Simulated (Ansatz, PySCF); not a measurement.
CHBF₄O (SMILES OB(F)C(F)(F)F), singlet, geometry from GFN2-xTB. Base run: CASSCF(2,2)/6-31G (PySCF).

PySCF was given this input:
```python
from pyscf import gto, scf, mcscf
import numpy

mol = gto.M(
    atom='''
B     0.240796    0.790348    0.597727
C    -0.148623   -0.512688   -0.338252
F    -1.317703   -1.093000   -0.016149
F     0.776129   -1.488440   -0.336781
F    -0.275232   -0.129115   -1.638115
F     0.401952    0.598752    1.886426
O     0.392741    1.996515    0.102398
H     0.279522    2.158489   -0.836724
''',
    basis='6-31g',
    charge=0,
    spin=0,
    verbose=4,
)

mf = scf.RHF(mol)
mf.kernel()
mc = mcscf.CASSCF(mf, 2, 2)
mc.fix_spin_(ss=0.0)
mc.kernel()
occ = numpy.linalg.eigvalsh(mc.fcisolver.make_rdm1(mc.ci, mc.ncas, mc.nelecas))[::-1]
ss = mc.fcisolver.spin_square(mc.ci, mc.ncas, mc.nelecas)[0]
print('natural occupations', occ.round(4), ' <S^2>', round(ss, 4))
```

Programs used: Ansatz (an electronic-structure program), PySCF; a row that names a program was run with it.

The base run was repeated with changes; each row names its change, and settings that it needs were set with it.

```json
[
 {"change": "base", "ΔE vs base (kcal/mol)": "0.000", "natural occupations": "1.98 0.02", "<S^2> of the state": "0.00"},
 {"change": "code = ansatz; correction = SC-NEVPT2, all electrons", "ΔE vs base (kcal/mol)": "-451.7", "natural occupations": "-", "<S^2> of the state": "-"},
 {"change": "orbitals = fixed (CASCI)", "ΔE vs base (kcal/mol)": "15.33", "natural occupations": "2.00 0.00", "<S^2> of the state": "0.00"},
 {"change": "orbitals = fixed (CASCI); correction = SC-NEVPT2", "ΔE vs base (kcal/mol)": "-452.8", "natural occupations": "2.00 0.00", "<S^2> of the state": "0.00"},
 {"change": "state_average = 2 states", "ΔE vs base (kcal/mol)": "19.60", "natural occupations": "-", "<S^2> of the state": "-"},
 {"change": "code = ansatz", "ΔE vs base (kcal/mol)": "0.025", "natural occupations": "-", "<S^2> of the state": "-"},
 {"change": "active space = 2 electrons, 4 orbitals", "ΔE vs base (kcal/mol)": "3.77", "natural occupations": "1.98 0.02 0.00 0.00", "<S^2> of the state": "0.00"},
 {"change": "correction = SC-NEVPT2", "ΔE vs base (kcal/mol)": "-451.6", "natural occupations": "1.98 0.02", "<S^2> of the state": "0.00"},
 {"change": "conv_tol = 1e-5", "ΔE vs base (kcal/mol)": "0.000", "natural occupations": "1.98 0.02", "<S^2> of the state": "0.00"},
 {"change": "fix_spin_ = off", "ΔE vs base (kcal/mol)": "0.000", "natural occupations": "1.98 0.02", "<S^2> of the state": "0.00"},
 {"change": "start = MP2 natural orbitals", "ΔE vs base (kcal/mol)": "0.000", "natural occupations": "1.98 0.02", "<S^2> of the state": "0.00"}
]
```

Active orbitals are taken around the Fermi level unless the row says otherwise; CASSCF can end in different local minima, and two programs can end on different orbitals. State-averaged rows give the lowest state.

Ansatz warned in this series: other orbitals give a lower active-space energy.
